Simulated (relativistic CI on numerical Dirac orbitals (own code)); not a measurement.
Er41+: q coefficients and field-shift factors

Calculated at this level of theory: Dirac-Coulomb-Breit CI, orbitals from a KLI potential per configuration, derivatives by finite differences, unscaled Slater integrals, QED left out (own radial code, finite nucleus).

Configuration list (outside the closed core [Ne]): 3s²3p⁶3d⁹, 3s²3p⁵3d¹⁰, 3s3p⁶3d¹⁰, 3s²3p⁶3d⁸4s, 3s²3p⁶3d⁸4p, 3s²3p⁶3d⁸4d, 3s²3p⁴3d¹⁰4s, 3s²3p⁴3d¹⁰4p. Levels of other configurations are missing.

With x = (α/α₀)² − 1 an excitation energy changes as ω = ω₀ + qx; K = 2q/ω₀ is the relative enhancement. Terms are leading LS components, so labels can repeat. The field-shift factor is F = δν/δ⟨r²⟩ for the transition from the lowest level.

Lowest level 3s²3p⁶3d⁹ ²D5/2.

| Level | ω₀ (cm⁻¹) | q (cm⁻¹) | K | F (GHz/fm²) |
| --- | --- | --- | --- | --- |
| 3s²3p⁶3d⁹ ²D3/2 | 353975 | 356700 | 2.02 | 6.74 |
| 3s²3p⁵3d¹⁰ ²P°3/2 | 3110146 | 456900 | 0.294 | 22.9 |
| 3s²3p⁵3d¹⁰ ²P°1/2 | 4749720 | 2.395e+06 | 1.01 | -151 |
| 3s3p⁶3d¹⁰ ²S1/2 | 6447387 | 2.654e+06 | 0.823 | -3650 |
| 3s²3p⁶3d⁸4s ⁴F9/2 | 10247807 | -1.054e+06 | -0.206 | 1320 |
| 3s²3p⁶3d⁸4s ²F7/2 | 10269580 | -1.052e+06 | -0.205 | 1320 |
| 3s²3p⁶3d⁸4s ²D5/2 | 10319396 | -1.054e+06 | -0.204 | 1320 |
| 3s²3p⁶3d⁸4s ²D3/2 | 10329041 | -1.05e+06 | -0.203 | 1320 |
| 3s²3p⁶3d⁸4s ²S1/2 | 10457592 | -1.031e+06 | -0.197 | 1320 |
| 3s²3p⁶3d⁸4s ⁴F7/2 | 10595669 | -696600 | -0.131 | 1330 |
| 3s²3p⁶3d⁸4s ⁴F5/2 | 10600661 | -694300 | -0.131 | 1330 |
| 3s²3p⁶3d⁸4s ⁴P5/2 | 10663441 | -691800 | -0.13 | 1330 |
| 3s²3p⁶3d⁸4s ⁴F3/2 | 10668163 | -689500 | -0.129 | 1330 |
| 3s²3p⁶3d⁸4s ⁴P3/2 | 10700057 | -688500 | -0.129 | 1330 |
| 3s²3p⁶3d⁸4s ²G9/2 | 10707485 | -705500 | -0.132 | 1330 |
| 3s²3p⁶3d⁸4s ²G7/2 | 10711324 | -702600 | -0.131 | 1330 |
| 3s²3p⁶3d⁸4s ²P1/2 | 10714330 | -687800 | -0.128 | 1320 |
| 3s²3p⁶3d⁸4p ⁴D°7/2 | 10918784 | -958400 | -0.176 | 144 |
| 3s²3p⁶3d⁸4p ²G°9/2 | 10928829 | -960700 | -0.176 | 144 |
| 3s²3p⁶3d⁸4s ⁴F3/2 | 10986506 | -339600 | -0.0618 | 1330 |
| 3s²3p⁶3d⁸4p ²D°3/2 | 10986847 | -958100 | -0.174 | 145 |
| 3s²3p⁶3d⁸4p ²F°5/2 | 10991513 | -957900 | -0.174 | 145 |
| 3s²3p⁶3d⁸4s ²F5/2 | 10993992 | -336300 | -0.0612 | 1330 |

At this charge energies of transitions that change n are usually good to better than 1 %, and those within a shell (Δn = 0) to a few per cent.
